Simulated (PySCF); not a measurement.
## Computed properties of Si(NHSiH3)2(Cl)2 (Cl₂H₈N₂Si₃), SMILES [SiH3]N[Si](Cl)(Cl)N[SiH3]

Cl2H8N2Si3, SMILES [SiH3]N[Si](Cl)(Cl)N[SiH3]. Coordinates come from a B3LYP-D3(BJ)/def2-SVP optimisation. One conformer was computed; it need not be the lowest. All values are computed for the isolated molecule unless a solvent is named; none is compared with measurement here.

**Structure.** All 39 harmonic modes at B3LYP-D3(BJ)/def2-SVP (PySCF) are real, so it is a minimum. With heavy atoms numbered as in [SiH3:1][NH:2][Si:3]([Cl:4])([Cl:5])[NH:6][SiH3:7], the shortest bond between them is Si3–N6 at 1.710 Å and the longest Si3–Cl4 at 2.077 Å.

**Vibrations.** The strongest infrared lines (harmonic, unscaled, degenerate partners summed) lie at 926 cm⁻¹ (455 km/mol, H 48 %, N 27 %, Si 24 %), 936 cm⁻¹ (304 km/mol, N 40 %, H 38 %, Si 21 %), 1178 cm⁻¹ (233 km/mol, H 64 %, N 32 %). The softest mode is at 30 cm⁻¹ and the zero-point energy is 55.2 kcal/mol.

**Electronic structure.** M06-2X/def2-TZVP (PySCF) places the frontier levels at -9.36 and 0.53 eV, a gap of 9.89 eV, and gives a dipole moment of 2.10 D. PBE/def2-TZVP (PySCF) at the same geometry gives -6.66 and -1.03 eV, so its gap is 4.26 eV narrower. An orbital gap is neither the optical nor the fundamental gap.

**Excitations.** TDA-CAM-B3LYP/def2-SVPD (PySCF) has S1 at 6.84 eV (181 nm, f = 0.008, weak); the most intense of the 6 singlets computed lies at 7.85 eV (f = 0.03). T1 (TDA) is at 6.48 eV, 0.36 eV under S1. TDA-PBE/def2-SVPD (PySCF) puts S1 at 5.66 eV. No vertical singlet excitation falls in the visible range (under 3.1 eV).

**NMR.** GIAO shifts at B3LYP/pcSseg-1 (PySCF) (non-relativistic, atoms alike by connectivity averaged): ¹H from 1.0 to 4.8 ppm against TMS; ²⁹Si from -57.2 to -12.6 ppm against TMS. Without spin–orbit terms, shifts of atoms bonded to Cl or Br come out too high.
